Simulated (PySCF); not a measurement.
Method: PySCF with PBE0-D3(BJ)/def2-TZVP. All species are isolated molecules in the gas phase. One relaxed conformer stands for a flexible species; it need not be the lowest. 

Reference species (SMILES): `C=[SiH2]` (neutral, multiplicity 1).

```json
{
  "HOMO": "-6.62 eV",
  "HOMO–LUMO gap": "5.39 eV"
}
```

Changed species: `C=[SiH]C(C)=O` (C–Si–C–O torsion 0°) (X = acetyl; the reference has X = H).

Question: Predict the effect on the HOMO and HOMO–LUMO gap.

Answer: the HOMO falls by 0.09 eV, to -6.71 eV; the HOMO–LUMO gap falls by 0.85 eV, to 4.54 eV.
